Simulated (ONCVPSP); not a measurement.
Rh (Z = 45): excitation energies, all-electron against ONCV

| Property | Result |
| --- | --- |
| Element | Rh (Z = 45) |
| Generator | ONCVPSP 4.0.1 |
| Type | optimised norm-conserving Vanderbilt (ONCV) |
| Functional | PBEsol |
| Relativity | scalar-relativistic |
| Frozen core | [Ar] 3d10 |
| Valence charge | 17 |
| Reference configuration | 4s2 4p6 4d8 5s1 |
| Partial waves | 4s+5s: rc 1.35 bohr, ncon 4, nbas 7, qcut 7.2 1/bohr, 2 projectors; 4p: rc 1.35 bohr, ncon 4, nbas 7, qcut 11.5 1/bohr, 2 projectors, debl 2.8 Ha; 4d: rc 1.40 bohr, ncon 4, nbas 7, qcut 8.1 1/bohr, 1 projector |
| Local potential | polynomial inside 1.20 bohr (lpopt 3, dvloc0 0 Ha) |
| Core correction | Teter function fitted to the true core (icmod 2), fcfact 0.6 |

Energies are relative to the spin-unpolarised reference configuration 4s2 4p6 4d8 5s1; without spin polarisation the order of configurations can differ from experiment.

| valence configuration | charge | ΔE all-electron (eV) | error AE − PS (meV) |
| --- | --- | --- | --- |
| 4s2 4p6 4d6 5s0 | +3 | 59.465 | -0.6 |
| 4s2 4p6 4d9 5s0 | 0 | -0.913 | -2.2 |

Task: What are ΔE and the potential's error for 4s2 4p6 4d7 5s0?

Result: ΔE = 26.972 eV all-electron; the error (AE − PS) is -1.9 meV.

Task: What are ΔE and the potential's error for 4s2 4p6 4d8 5s0?

Result: ΔE = 7.462 eV all-electron; the error (AE − PS) is -1.6 meV.

Levels in the configuration 4s2 4p6 4d6 5s0:

```tsv
level	all-electron (eV)	pseudo (eV)
4s	-118.439	-118.431
4p	-86.007	-85.997
4d	-39.494	-39.486
```
